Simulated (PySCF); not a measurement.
PySCF job for C3H4O, SMILES O=C1CC1, TDA-B3LYP/def2-SVPD. The structure is a stationary point at B3LYP-D3(BJ)/def2-SVP.

```python
import numpy as np
from pyscf import gto, scf, dft, tdscf

mol = gto.M(
    atom='''
    O     0.00000000   -0.00000001   -1.58278723
    C     0.00000000   -0.00000000   -0.38603118
    C     0.00000000   -0.78397404    0.86054980
    C     0.00000000    0.78397404    0.86054979
    H    -0.92099575   -1.29559216    1.16297186
    H     0.92099575   -1.29559216    1.16297186
    H     0.92099575    1.29559216    1.16297184
    H    -0.92099575    1.29559216    1.16297184
    ''',
    basis='def2-SVPD',
    charge=0,
    spin=0,
    symmetry=True,
    max_memory=1600,
    verbose=4,
)
mf = dft.RKS(mol, xc='b3lyp').density_fit(auxbasis='def2-universal-jkfit')
mf.grids.level = 3
mf.conv_tol = 1e-9
mf.max_cycle = 100
mf.kernel()
mf.grids = dft.Grids(mol).set(level=1).build(with_non0tab=True)  # coarser grid for the response kernel
td = tdscf.TDA(mf)
td.singlet = True
td.nstates = 10
td.conv_tol = 1e-4
td.positive_eig_threshold = 1e-6
td.kernel(x0=td.get_init_guess(mf, 15))
td.analyze()
tt = tdscf.TDA(mf)
tt.singlet = False
tt.nstates = 4
tt.conv_tol = 1e-4
tt.positive_eig_threshold = 1e-6
tt.kernel(x0=tt.get_init_guess(mf, 9))
tt.analyze(verbose=3)
```

Program output:

```
PySCF version 2.14.0

[INPUT] verbose = 4
[INPUT] num. atoms = 8
[INPUT] num. electrons = 30
[INPUT] charge = 0
[INPUT] spin (= nelec alpha-beta = 2S) = 0
[INPUT] symmetry True subgroup None
[INPUT] Mole.unit = angstrom
[INPUT] Symbol           X                Y                Z      unit          X                Y                Z       unit  Magmom
[INPUT]  1 O      0.000000000000  -0.000000010000  -1.582787230000 AA    0.000000000000  -0.000000018897  -2.991034378159 Bohr   0.0
[INPUT]  2 C      0.000000000000   0.000000000000  -0.386031180000 AA    0.000000000000   0.000000000000  -0.729493205743 Bohr   0.0
[INPUT]  3 C      0.000000000000  -0.783974040000   0.860549800000 AA    0.000000000000  -1.481496224369   1.626203438549 Bohr   0.0
[INPUT]  4 C      0.000000000000   0.783974040000   0.860549790000 AA    0.000000000000   1.481496224369   1.626203419652 Bohr   0.0
[INPUT]  5 H     -0.920995750000  -1.295592160000   1.162971860000 AA   -1.740429729388  -2.448314351534   2.197698305976 Bohr   0.0
[INPUT]  6 H      0.920995750000  -1.295592160000   1.162971860000 AA    1.740429729388  -2.448314351534   2.197698305976 Bohr   0.0
[INPUT]  7 H      0.920995750000   1.295592160000   1.162971840000 AA    1.740429729388   2.448314351534   2.197698268181 Bohr   0.0
[INPUT]  8 H     -0.920995750000   1.295592160000   1.162971840000 AA   -1.740429729388   2.448314351534   2.197698268181 Bohr   0.0

nuclear repulsion = 108.542183422453
point group symmetry = C2v
symmetry origin: [ 0.00000000e+00 -5.03926968e-09  1.25981744e-09]
symmetry axis x: [1. 0. 0.]
symmetry axis y: [ 0.00000000e+00 -1.00000000e+00  1.31301735e-09]
symmetry axis z: [0.00000000e+00 1.31301735e-09 1.00000000e+00]
num. orbitals of irrep A1 = 43
num. orbitals of irrep A2 = 18
num. orbitals of irrep B1 = 23
num. orbitals of irrep B2 = 31
number of shells = 49
number of NR pGTOs = 163
number of NR cGTOs = 115
basis = def2-SVPD
ecp = {}


[settings echo left out]
init E= -192.251415463227
HOMO (B2) = -0.297605380207012  LUMO (B1) = -0.111142176021346  gap/eV = 5.07392
cycle= 1 E= -191.644654305068  delta_E= 0.607  |g|= 0.726  |ddm|= 3.73
HOMO (B2) = -0.123139168809339  LUMO (B1) = -0.0022859492351972  gap/eV = 3.28858
cycle= 2 E= -191.196452802542  delta_E= 0.448  |g|= 1.66  |ddm|= 2.71
HOMO (B2) = -0.238790702484689  LUMO (B1) = -0.0450642553587386  gap/eV = 5.27157
cycle= 3 E= -191.748610972798  delta_E= -0.552  |g|= 0.156  |ddm|= 2.09
HOMO (B2) = -0.254246782597183  LUMO (B1) = -0.0530691195920514  gap/eV = 5.47432
cycle= 4 E= -191.754192613566  delta_E= -0.00558  |g|= 0.0557  |ddm|= 0.278
HOMO (B2) = -0.252722053271329  LUMO (B1) = -0.0514690510028378  gap/eV = 5.47637
cycle= 5 E= -191.754929218211  delta_E= -0.000737  |g|= 0.00818  |ddm|= 0.0696
HOMO (B2) = -0.25154332048927  LUMO (B1) = -0.0498814559634259  gap/eV = 5.48750
cycle= 6 E= -191.754941853967  delta_E= -1.26e-05  |g|= 0.00334  |ddm|= 0.016
HOMO (B2) = -0.252065590047141  LUMO (B1) = -0.0503459270627619  gap/eV = 5.48907
cycle= 7 E= -191.754944578805  delta_E= -2.72e-06  |g|= 0.000618  |ddm|= 0.0054
HOMO (B2) = -0.252103284146506  LUMO (B1) = -0.0503374469994576  gap/eV = 5.49033
cycle= 8 E= -191.754944657329  delta_E= -7.85e-08  |g|= 8.03e-05  |ddm|= 0.00142
HOMO (B2) = -0.252105579457622  LUMO (B1) = -0.0503391887788402  gap/eV = 5.49034
cycle= 9 E= -191.754944658765  delta_E= -1.44e-09  |g|= 1.08e-05  |ddm|= 0.00023
HOMO (B2) = -0.252105585284955  LUMO (B1) = -0.0503384997244145  gap/eV = 5.49036
cycle= 10 E= -191.75494465879  delta_E= -2.52e-11  |g|= 1.52e-06  |ddm|= 1.75e-05
HOMO (B2) = -0.252105853454302  LUMO (B1) = -0.050338591731823  gap/eV = 5.49037
Extra cycle  E= -191.754944658787  delta_E= 2.84e-12  |g|= 3.36e-06  |ddm|= 5.8e-06
converged SCF energy = -191.754944658787
tot grids = 30608
Overwritten attributes  positive_eig_threshold  of <class 'pyscf.tdscf.rks.TDA'>


******** <class 'pyscf.tdscf.rks.TDA'> for <class 'pyscf.df.df_jk.DFSymAdaptedRKS'> ********
nstates = 10 singlet
deg_eia_thresh = 1.000e-03
wfnsym = None
conv_tol = 0.0001
eigh lindep = 1e-12
eigh level_shift = 0
eigh max_cycle = 100


Excitation energies (eV)
[3.76003297 6.22639042 6.51407923 6.94309391 7.45698332 7.84340441
 8.48696386 8.56627044 8.59715208 8.62402991]

** Singlet excitation energies and oscillator strengths **
Excited State   1:   A2      3.76003 eV    329.74 nm  f=0.0000
      15 -> 16       -0.70380
Excited State   2:   B2      6.22639 eV    199.13 nm  f=0.0226
      15 -> 17       -0.70355
Excited State   3:   B1      6.51408 eV    190.33 nm  f=0.0008
      14 -> 16       -0.70577
Excited State   4:   A1      6.94309 eV    178.57 nm  f=0.0001
      15 -> 18       -0.70250
Excited State   5:   B2      7.45698 eV    166.27 nm  f=0.0013
      15 -> 19       -0.70147
Excited State   6:   A2      7.84340 eV    158.07 nm  f=0.0000
      15 -> 20       -0.70118
Excited State   7:   B2      8.48696 eV    146.09 nm  f=0.0020
      12 -> 16       -0.46450
      15 -> 21        0.52559
Excited State   8:   A1      8.56627 eV    144.74 nm  f=0.0578
      13 -> 16       -0.18661
      14 -> 17        0.10674
      15 -> 22       -0.66106
Excited State   9:   B2      8.59715 eV    144.22 nm  f=0.0562
      12 -> 16        0.49798
      14 -> 18        0.15719
      15 -> 21        0.46384
Excited State  10:   A2      8.62403 eV    143.77 nm  f=0.0000
      11 -> 16       -0.69845

** Transition electric dipole moments (AU) **
state          X           Y           Z        Dip. S.      Osc.
  1        -0.0000     -0.0000     -0.0000      0.0000      0.0000
  2        -0.0000     -0.3848     -0.0000      0.1481      0.0226
  3         0.0686      0.0000      0.0000      0.0047      0.0008
  4        -0.0000      0.0000     -0.0214      0.0005      0.0001
  5         0.0000      0.0836      0.0000      0.0070      0.0013
  6         0.0000     -0.0000     -0.0000      0.0000      0.0000
  7        -0.0000     -0.0989      0.0000      0.0098      0.0020
  8         0.0000      0.0000      0.5249      0.2755      0.0578
  9         0.0000      0.5166      0.0000      0.2668      0.0562
 10        -0.0000      0.0000      0.0000      0.0000      0.0000

** Transition velocity dipole moments (imaginary part, AU) **
state          X           Y           Z        Dip. S.      Osc.
  1        -0.0000     -0.0000     -0.0000      0.0000      0.0000
  2        -0.0000     -0.0692     -0.0000      0.0048      0.0140
  3         0.0274     -0.0000      0.0000      0.0008      0.0021
  4        -0.0000     -0.0000      0.0431      0.0019      0.0049
  5         0.0000      0.0175     -0.0000      0.0003      0.0007
  6         0.0000     -0.0000     -0.0000      0.0000      0.0000
  7         0.0000      0.0262      0.0000      0.0007      0.0015
  8         0.0000     -0.0000      0.1388      0.0193      0.0408
  9         0.0000      0.1075      0.0000      0.0116      0.0244
 10        -0.0000      0.0000      0.0000      0.0000      0.0000

** Transition magnetic dipole moments (imaginary part, AU) **
state          X           Y           Z
  1         0.0000     -0.0000      1.0950
  2         0.6846      0.0000      0.0000
  3        -0.0000      0.4689     -0.0000
  4         0.0000      0.0000     -0.0000
  5         0.3477     -0.0000     -0.0000
  6         0.0000      0.0000      0.0435
  7        -0.2210     -0.0000      0.0000
  8         0.0000     -0.0000      0.0000
  9        -0.7947      0.0000     -0.0000
 10         0.0000     -0.0000     -0.2890


******** <class 'pyscf.tdscf.rks.TDA'> for <class 'pyscf.df.df_jk.DFSymAdaptedRKS'> ********
nstates = 4 triplet
deg_eia_thresh = 1.000e-03
wfnsym = None
conv_tol = 0.0001
eigh lindep = 1e-12
eigh level_shift = 0
eigh max_cycle = 100


Excitation energies (eV)
[3.17665529 6.06045654 6.09116523 6.24780084]

** Triplet excitation energies and oscillator strengths **
Excited State   1:   A2      3.17666 eV    390.30 nm  f=0.0000
Excited State   2:   A1      6.06046 eV    204.58 nm  f=0.0000
Excited State   3:   B2      6.09117 eV    203.55 nm  f=0.0000
Excited State   4:   B1      6.24780 eV    198.44 nm  f=0.0000
```

The run converged.
